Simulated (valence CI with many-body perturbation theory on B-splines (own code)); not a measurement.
**E1 transitions of Tl⁶⁷⁺**

Method: configuration interaction combined with many-body perturbation theory (CI+MBPT): four valence electrons over a frozen Dirac-Fock core [Ne], radial functions for each j: 11 s, 11 p, 10 d, 8 f, 5 g, 2 h, with the one-electron correlation potential Σ1, the two-electron term Σ2, the three-electron term Σ3, Breit, model QED; selected CI, second order for the rest, scaled by the run's own slope (own B-spline code, finite nucleus).

The last digits are not significant, and no measured levels were compared; by estimate large intervals hold to a few tenths of a per cent, small ones and those within an open d or f shell to about a per cent. Among the levels kept, up to 580 cm⁻¹ of a level comes from second order outside the variational space, and about a tenth of that is noise between levels of different J, which matters for small intervals.

Lines 51 to 100 of 544 in falling wavelength, among levels below 178.13 Ry, chosen from the strongest by gf and those to the six lowest levels. Wavelengths and rates use the calculated energies. Electric multipoles are in the length gauge, E1 and E2 with the static RPA response of the core. Weak lines are less certain than strong ones. Lines between different terms over intervals too small for the method are left out, as are lines whose strength nearly cancels. The highest levels of a list are the least certain.

Levels are named by their leading jj configuration (3d3/2^4 stands for four electrons in 3d with j = 3/2), which in mixed levels can hold well under half, so a name can repeat and another be missing. Letters in brackets count levels of one name in rising energy.

```tsv
λ vac (nm)	Upper	Lower	A (s⁻¹)	S (a.u.)
5.667	(3p1/2 3p3/2^3) J=1	(3s 3p3/2^3) J=2	6.38e+10	1.72e-02
5.626	(3p1/2^2 3p3/2 3d5/2) J=3	(3s 3p1/2 3p3/2 3d5/2) J=4 [c]	3.38e+10	2.08e-02
5.582	(3s 3p1/2^2 3d3/2) J=1	(3s 3p1/2^2 3p3/2) J=1	1.95e+10	5.02e-03
5.581	(3p1/2^2 3d5/2^2) J=2	(3s 3p1/2 3d5/2^2) J=3 [a]	9.45e+10	4.05e-02
5.553	(3s 3p1/2 3p3/2 3d5/2) J=3 [c]	(3s^2 3p3/2 3d5/2) J=4	4.18e+10	2.47e-02
5.516	(3p1/2^2 3d3/2 3d5/2) J=4	(3s 3p1/2 3d3/2 3d5/2) J=4 [b]	3.37e+10	2.51e-02
5.492	(3p1/2^2 3d5/2^2) J=4	(3s 3p1/2 3d5/2^2) J=5	9.07e+10	6.68e-02
5.489	(3s 3p1/2^2 3p3/2) J=1	(3s^2 3p1/2 3p3/2) J=1	1.97e+10	4.82e-03
5.471	(3s 3p1/2 3p3/2 3d5/2) J=4 [c]	(3s^2 3p3/2 3d5/2) J=4	2.50e+10	1.82e-02
5.465	(3s 3p1/2 3p3/2 3d3/2) J=2 [d]	(3s^2 3p3/2 3d3/2) J=3	4.36e+10	1.76e-02
5.447	(3p1/2^2 3d3/2 3d5/2) J=4	(3s 3p1/2 3d3/2 3d5/2) J=5	9.26e+10	6.65e-02
5.395	(3p1/2 3p3/2^2 3d3/2) J=2 [b]	(3s 3p3/2^2 3d3/2) J=3 [a]	4.64e+10	1.80e-02
5.378	(3s 3p1/2^2 3d3/2) J=2	(3s 3p1/2^2 3p3/2) J=1	1.03e+10	3.94e-03
5.373	(3p1/2^2 3p3/2 3d5/2) J=4	(3s 3p1/2 3p3/2 3d5/2) J=5	7.98e+10	5.50e-02
5.373	(3p1/2^2 3d3/2 3d5/2) J=3	(3s 3p1/2 3d3/2 3d5/2) J=2 [a]	2.70e+10	1.45e-02
5.369	(3p1/2^2 3p3/2 3d3/2) J=2	(3s 3p1/2 3p3/2 3d3/2) J=3 [a]	5.23e+10	2.00e-02
5.366	(3p1/2 3p3/2^2 3d3/2) J=3 [b]	(3s 3p3/2^2 3d3/2) J=4	7.69e+10	4.10e-02
5.346	(3p1/2^2 3d3/2 3d5/2) J=3	(3s 3p1/2 3d3/2 3d5/2) J=4 [a]	8.21e+10	4.34e-02
5.323	(3p1/2^2 3d3/2^2) J=2	(3s 3p1/2 3d3/2^2) J=2 [a]	5.56e+10	2.07e-02
5.315	(3p1/2^2 3p3/2 3d3/2) J=3	(3s 3p1/2 3p3/2 3d3/2) J=4	1.02e+11	5.31e-02
5.299	(3p1/2^2 3p3/2^2) J=2	(3s 3p1/2 3p3/2^2) J=3	8.70e+10	3.19e-02
5.285	(3s 3p1/2 3d3/2 3d5/2) J=2 [a]	(3s 3p1/2 3p3/2 3d5/2) J=3 [b]	3.46e+10	1.26e-02
5.248	(3p1/2^2 3p3/2 3d5/2) J=3	(3s 3p1/2 3p3/2 3d5/2) J=4 [b]	4.55e+10	2.27e-02
5.241	(3s^2 3p1/2 3d3/2) J=2	(3s^2 3p1/2 3p3/2) J=2	1.33e+10	4.71e-03
5.219	(3p1/2^2 3d3/2^2) J=2	(3p1/2^2 3p3/2 3d3/2) J=3	5.39e+10	1.89e-02
5.208	(3p1/2^2 3d3/2 3d5/2) J=2	(3p1/2^2 3p3/2 3d5/2) J=3	5.99e+10	2.09e-02
5.106	(3p1/2^2 3d5/2^2) J=4	(3s 3p1/2 3d5/2^2) J=4 [a]	1.97e+10	1.16e-02
5.063	(3p1/2^2 3p3/2 3d3/2) J=1	(3p1/2^2 3p3/2^2) J=2	9.60e+10	1.84e-02
5.023	(3s^2 3p1/2 3d3/2) J=2	(3s^2 3p1/2 3p3/2) J=1	3.19e+08	9.98e-05
4.925	(3s 3p1/2^2 3d3/2) J=1	(3s 3p1/2^2 3p3/2) J=2	7.30e+09	1.29e-03
4.870	(3s 3p1/2 3d3/2 3d5/2) J=4 [b]	(3s 3p1/2 3p3/2 3d5/2) J=4 [b]	2.59e+10	1.33e-02
4.833	(3p1/2^2 3p3/2 3d5/2) J=4	(3s 3p1/2 3p3/2 3d5/2) J=4 [a]	4.26e+10	2.14e-02
4.765	(3s 3p1/2^2 3d3/2) J=2	(3s 3p1/2^2 3p3/2) J=2	1.49e+10	3.98e-03
4.540	(3p1/2^2 3d3/2 3d5/2) J=4	(3p1/2^2 3p3/2 3d5/2) J=4	3.58e+10	1.49e-02
4.488	(3s 3p1/2 3d3/2 3d5/2) J=5	(3s 3p1/2 3p3/2 3d5/2) J=5	2.37e+10	1.16e-02
4.306	(3s^2 3p1/2 3d3/2) J=1	(3s^2 3p1/2 3p3/2) J=2	8.21e+09	9.71e-04
4.158	(3s^2 3p1/2 3d3/2) J=1	(3s^2 3p1/2 3p3/2) J=1	3.01e+09	3.20e-04
3.944	(3s^2 3p3/2^2) J=2	(3s^2 3p1/2 3d3/2) J=2	2.46e+08	3.72e-05
3.697	(3s^2 3p3/2^2) J=2	(3s 3p1/2^2 3p3/2) J=1	1.13e+09	1.40e-04
3.628	(3s 3p1/2^2 3d5/2) J=3	(3s^2 3p1/2 3d3/2) J=2	1.33e+09	2.19e-04
3.528	(3s 3p1/2 3d5/2^2) J=4 [a]	(3s 3p1/2 3p3/2 3d5/2) J=3 [c]	5.29e+10	1.03e-02
3.468	(3s 3p1/2^2 3d5/2) J=2	(3s^2 3p1/2 3d3/2) J=2	3.38e+08	3.48e-05
3.462	(3s^2 3p3/2^2) J=0	(3s 3p1/2^2 3p3/2) J=1	1.80e+09	3.69e-05
3.457	(3s 3p1/2 3d5/2^2) J=3 [b]	(3s 3p1/2 3p3/2 3d5/2) J=2 [d]	2.97e+11	4.24e-02
3.430	(3s 3p1/2 3d5/2^2) J=3 [a]	(3s 3p1/2 3p3/2 3d5/2) J=2 [c]	9.67e+10	1.35e-02
3.425	(3s 3p1/2 3d3/2 3d5/2) J=3 [b]	(3s 3p1/2 3p3/2 3d3/2) J=3 [c]	8.24e+10	1.14e-02
3.415	(3s 3p1/2 3d5/2^2) J=2 [b]	(3s 3p1/2 3p3/2 3d5/2) J=2 [d]	7.79e+10	7.65e-03
3.400	(3s 3p1/2 3d5/2^2) J=4 [b]	(3s 3p1/2 3p3/2 3d5/2) J=3 [d]	3.91e+11	6.82e-02
3.397	(3s^2 3p3/2^2) J=2	(3s 3p1/2^2 3p3/2) J=2	1.26e+09	1.21e-04
3.395	(3s 3p1/2 3d5/2^2) J=5	(3s 3p1/2 3p3/2 3d5/2) J=4 [c]	1.71e+11	3.64e-02
```
